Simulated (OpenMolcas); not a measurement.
## Sm3+: moving the ligands

Sm3+ with 8 ligands (fluoride) in square antiprismatic coordination (D4d) at 2.39 Å. A charge of +0.625 e stands 2.6 Å behind each ligand. Ligand basis ANO-RCC-VDZP.

- Program: OpenMolcas 26.06
- Method: CASSCF
- Basis: ANO-RCC-VDZP [7s6p4d2f1g]
- Scalar Hamiltonian: DKH2, point nucleus
- Active space: 5 electrons in 7 orbitals (4f)
- State averaging: 2S+1 = 6 odd, 21 roots; 2S+1 = 4 odd, 128 roots kept (CI in the orbitals of an earlier block, 108 in the spin-orbit step); 2S+1 = 2 odd, 130 roots kept (CI in the orbitals of an earlier block, 41 in the spin-orbit step)
- Spin-orbit coupling: RASSI with atomic mean-field integrals over the reference wave functions

Runs around this geometry, states. Energies in cm-1 above the lowest state or level, χT in cm3 K/mol.

| R (Å) | Ground state | First state of that spin | First gap with spin-orbit (degeneracies) | Width of lowest J | χT at 300 K |
| --- | --- | --- | --- | --- | --- |
| 2.24 | 2S+1 = 6 | 406.8 | 265.8 (2, 2) | 303 | 0.304 |
| 2.39 | 2S+1 = 6 | 360.0 | 234.5 (2, 2) | 245 | 0.304 |
| 2.46 | 2S+1 = 6 | 334.9 | 218.7 (2, 2) | 221 | 0.304 |

Taking the width of the lowest J multiplet as R^-n, n = -ln(221 / 303) / ln(2.46 / 2.24) = 3.4 between the shortest and longest distance.

High states are left out of the spin-orbit mixing, which shifts the levels that they would mix with. Without dynamic correlation the ligand-field splitting of an f shell can come out too small, at times by half. A group larger than the point group allows holds several states that coincide in this model. No measured value stands beside these numbers; the geometry is a model, was not optimised and need not be the one that this ion takes.

A state without a sure symmetry label is named by its multiplicity alone.
